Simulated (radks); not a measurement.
Q: The mean radii <r> (bohr) of the occupied orbitals of an atom or ion are listed with their occupations. All-electron calculation, Dirac Kohn-Sham, PBE, spin-unpolarised, spherical densities, finite nucleus; Fermi nuclear charge, rms radius of each element as measured or else 0.836 A^(1/3) + 0.57 fm. Program: a radial shooting solver on a logarithmic mesh with Libxc functionals.

| orbital | occ. | <r> |
|---|---|---|
| 1s1/2 | 2 | 0.02608 |
| 2s1/2 | 2 | 0.1095 |
| 2p1/2 | 2 | 0.09200 |
| 2p3/2 | 4 | 0.09756 |

Name the element and its charge. Open shells, if any, fill j = l - 1/2 first.

A: Z = 55, caesium, charge +45: Cs45+ in [Ne]. The 1s radius gives Z: for a bare nucleus <r> = (2 gamma + 1)/(2Z) with gamma = sqrt(1 - (Z/c)^2), 0.02574 bohr for Z = 55, and screening makes it slightly larger (0.02608 here). The occupations add up to 10, and the charge is Z minus that.
